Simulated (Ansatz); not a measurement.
Ansatz (a quantum-chemistry and plane-wave program) input:

Ansatz 0.2 input:
```yaml
crystal:
  periodic: [false, false, false]
  atoms:
    - {symbol: Si, position_ang: [0.05678109, 0.87571873, 0.09849816]}
    - {symbol: Cl, position_ang: [0.14508599, 1.43888253, 2.07587079]}
    - {symbol: C, position_ang: [-1.58486448, -0.04747442, -0.18945122]}
    - {symbol: C, position_ang: [1.56707014, -0.22229967, -0.28036545]}
    - {symbol: H, position_ang: [-2.44071110, 0.57972538, 0.04038634]}
    - {symbol: H, position_ang: [-1.67865860, -0.37548388, -1.21971152]}
    - {symbol: H, position_ang: [-1.63895378, -0.92801356, 0.44950175]}
    - {symbol: H, position_ang: [1.57206105, -0.54467911, -1.31654389]}
    - {symbol: H, position_ang: [1.55319709, -1.11203220, 0.34781190]}
    - {symbol: H, position_ang: [2.49840589, 0.30182366, -0.08903251]}
basis:
  gaussian:
    orbitals: def2-TZVP
hamiltonian:
  xc: b3lyp
  dispersion: d3bj
magnetization: {spin_polarized: true, initial_magnetization: 1}
relax: {f_tol: 0.002, max_steps: 150}
```

Question: Predict the final energy.

Answer: -829.65253 Eh (B3LYP-D3(BJ)/def2-TZVP). The basis has 172 functions.

It need not be the lowest isomer of its formula.
